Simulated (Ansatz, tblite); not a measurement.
Removing and adding an electron: In7P7H20, a nanocrystal cut from zinc blende InP (hydrogen-capped). Total charge 0; singlet. Geometry: PBE-D4/def2-SVP. Ansatz, gas phase; energy differences of separate SCF runs; the oxidised species was run as a doublet alone; the reduced species was run as a doublet alone.

```xyz
34

In   -3.912   -0.719    1.053
In    3.505   -2.010   -1.322
In    0.212   -1.520    2.013
In   -1.011   -0.928   -2.131
In   -2.643    2.938   -1.143
In    1.456    2.065   -0.138
In   -1.389    2.337    3.086
P     1.338   -2.108   -2.740
P    -1.580   -1.765    0.212
P    -3.008    1.726    1.136
P     2.428   -2.634    0.951
P     3.535    0.556   -0.962
P     0.692    0.987    2.046
P    -0.436    1.531   -1.766
H    -4.095   -1.365    2.661
H    -4.976   -0.937   -0.309
H     4.932   -2.829   -1.860
H     0.036   -2.374    3.514
H    -2.023   -1.380   -3.468
H    -3.814    2.408   -2.319
H    -2.042    4.554   -0.893
H     2.132    3.664   -0.110
H    -1.786    1.438    4.524
H    -0.893    4.004    2.975
H     1.126   -3.499   -3.013
H     1.736   -1.738   -4.066
H    -1.745   -3.182    0.059
H    -4.192    2.405    1.584
H     2.295   -4.060    0.931
H     3.498   -2.581    1.903
H     4.674    0.807   -0.129
H     4.088    1.102   -2.166
H     1.815    1.127    2.928
H     0.048    1.981   -3.039
```

In the def2 sets In takes a core potential; there is no spin–orbit coupling. The xTB rows come from tblite. Single mean-field runs in def2-TZVP are fitted with def2-universal-jkfit. HOMO above LUMO, or a gap near zero within one spin, warns that the state may not be the lowest or that an electron is smeared out.

```
            level  −HOMO (eV)  vertical IE (eV)  −LUMO (eV)  vertical EA (eV)  HOMO–LUMO gap (eV)  IE − EA (eV)                                                                   remarks
         GFN1-xTB        9.36             10.88        6.37              5.01                3.00          5.86                                                                         –
         GFN2-xTB       10.41             12.03        7.79              6.24                2.62          5.79                                                                         –
 PBE-D4/def2-TZVP        5.72                 –        2.27              0.86                3.45             –  HOMO above zero (-1 doublet), gap within one spin near zero (-1 doublet)
PBE0-D4/def2-TZVP        6.69              7.93        1.54              0.61                5.15          7.31                                              HOMO above zero (-1 doublet)
```

Run but left out: PBE-D4/def2-TZVP (charge +1 doublet: an occupied level 0.03 eV above an empty one).   A HOMO above zero means that the electron is unbound at that level or that self-interaction error raises the level; the energy of removing that electron tells which. Raw xTB energy differences between charge states are shifted by several eV; the methods need an empirical correction for them. Sets without diffuse functions give affinities that are too small.
